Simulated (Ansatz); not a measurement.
Reaction (redistribution): `[CH3][K]` + `CO[SiH2]Cl` → `[Cl][K]` + `CO[SiH2]C`

Calculated with Ansatz (gas phase, PBE0-D4/def2-TZVP geometries, no zero-point term in ΔE). CCSD(T)/CBS adds triple-zeta CCSD(T) − MP2 to the extrapolated MP2 energy (def2 sets, frozen cores). Functionals use def2-TZVPP. For K outer-core shells are correlated without core-valence functions, which leaves a few kJ/mol of doubt a bond. Scalar relativity is left out up to krypton. One conformer a species, not always the lowest.

`[CH3][K]`:

Cartesian coordinates in Å:
```
C 0.158 0.238 0.060
K -1.294 -1.942 -0.488
H 1.235 0.022 0.047
H -0.079 0.645 1.052
H -0.020 1.038 -0.670
```

`CO[SiH2]Cl`:

Z-matrix (Å, degrees):
```
C
O 1 1.412
H 1 1.090 2 108.0
H 1 1.094 2 110.9 3 -119.3
H 1 1.096 2 111.5 3 119.3
Si 2 1.626 1 124.4 3 -170.8
Cl 6 2.057 2 111.0 1 -62.5
H 6 1.474 2 106.8 1 179.2
H 6 1.483 2 111.2 1 55.3
```

`[Cl][K]`:

Cartesian coordinates in Å:
```
Cl 0.779 0.038 1.092
K -0.779 -0.038 -1.092
```

`CO[SiH2]C`:

```xyz
12

C     0.273   -0.017    1.880
O     0.226   -0.974    0.850
Si   -0.539   -0.709   -0.583
C     0.282    0.621   -1.597
H     0.685   -0.490    2.772
H    -0.726    0.367    2.123
H     0.915    0.832    1.614
H    -1.955   -0.312   -0.321
H    -0.506   -2.012   -1.292
H     0.259    1.587   -1.087
H    -0.238    0.738   -2.552
H     1.324    0.369   -1.808
```

| level | ΔE (kJ/mol) |
| --- | --- |
| B97M-V | -201.7 |
| CCSD/def2-SVP | -204.9 |

What does CCSD(T)/CBS give? (Best estimate.)

Computed: -205.7 kJ/mol. The listed levels differ from it by 4.0, 0.8 kJ/mol.

What do rigid-rotor, harmonic-oscillator terms from PBE0-D4/def2-TZVP frequencies (298.15 K, 1 bar) make of the CCSD(T)/CBS value? (Best estimate.)

Computed: ΔZPE = +8.6 kJ/mol, ΔH = -198.2 kJ/mol, ΔS = -11 J/(mol·K), ΔG = -195.0 kJ/mol.

Largest T1 diagnostic among the species: 0.017.

From PBE to PBE0 (25 % exact exchange), in def2-TZVPP and without D4, ΔE moves by −17.9 kJ/mol. At CCSD(T), def2-SVP lies +5.6 kJ/mol from the extrapolated value and def2-TZVPP +6.2 kJ/mol.
